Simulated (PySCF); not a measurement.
# Co²⁺: excitation energy

Co²⁺ [Ar] 3d7 (4F) → Co²⁺ [Ar] 3d6 4s1 (6D), as a difference of total energies. Computed with PySCF 2.14 in ANO-RCC-VTZP, with the spin-free X2C one-electron Hamiltonian (Gaussian nucleus). Correlated levels: valence: [Ar] frozen; valence and next inner shell: [Ne] frozen. The calculations carry no spin-orbit coupling.

```tsv
method	excitation energy (eV)
UHF	4.978
LDA	6.363
PBE0	6.300
wB97X	6.864
PBEsol	6.378
BHandHLYP	6.202
MP2 (valence)	6.496
SCS-MP2 (valence)	6.691
MP2 (valence and next inner shell)	6.637
SCS-MP2 (valence and next inner shell)	6.636
```

Question: Estimate what r2SCAN gives.

Answer: 6.268 eV, closest to PBE0 among the rows shown.

Question: Estimate what PBE gives.

Answer: 6.421 eV, closest to PBEsol among the rows shown.

A first-order spin-orbit estimate (lowest level to lowest level, LS coupling) adds 0.030 eV.

The basis was made for the ground configuration and has no added diffuse functions, so the excitation energy can come out too high.
